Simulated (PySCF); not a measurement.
## Orbital picture of ZnF

UHF at R = 1.805 Å; Zn pcseg-1, F pcseg-1; no relativity (PySCF 2.14). State: ²Σ⁺ (doublet), unpaired electrons σ ↑. Only the outer orbitals are listed, counted within each symmetry.

```tsv
spin	orbital	occ.	ε (eV)	on Zn (%)	main shells (%)
α	9σ	1	-15.20	15	84 F p, 10 Zn s
α	4π	1	-14.31	3	97 F p
α	4π	1	-14.31	3	97 F p
α	10σ	1	-8.83	95	79 Zn s, 16 Zn p
α	5π	0	5.46	99	98 Zn p
α	5π	0	5.46	99	98 Zn p
α	11σ	0	5.98	101	86 Zn s, 15 Zn p
β	9σ	1	-14.33	15	84 F p, 8 Zn s
β	4π	1	-14.24	3	97 F p
β	4π	1	-14.24	3	97 F p
β	10σ	0	0.12	97	91 Zn s
β	5π	0	7.30	99	99 Zn p
β	5π	0	7.30	99	99 Zn p
```

Problem. Which are the highest filled and the lowest empty level, where do they sit, and how wide is the gap?

Solution. Highest filled α 10σ at -8.83 eV (in %: 79 Zn s, 16 Zn p); lowest empty β 10σ at 0.12 eV (in %: 91 Zn s); the gap at UHF is 8.95 eV. An empty level above zero is unbound, and its energy depends on the basis.

```json
{
 "bond order (Mayer)": "0.52",
 "⟨S²⟩": "0.753",
 "charge on Zn (Mulliken, basis-dependent)": "0.71",
 "charge on Zn (Löwdin, basis-dependent)": "0.55",
 "dipole moment (positive dipole means Zn(−)F(+))": "-4.41 D",
 "polarisability along the bond": "14.8 bohr³",
 "polarisability across the bond": "16.0 bohr³"
}
```

Shares are Mulliken populations and can fall outside 0 to 100 %.

The state was picked by a PBE0 search and need not be the measured ground state.
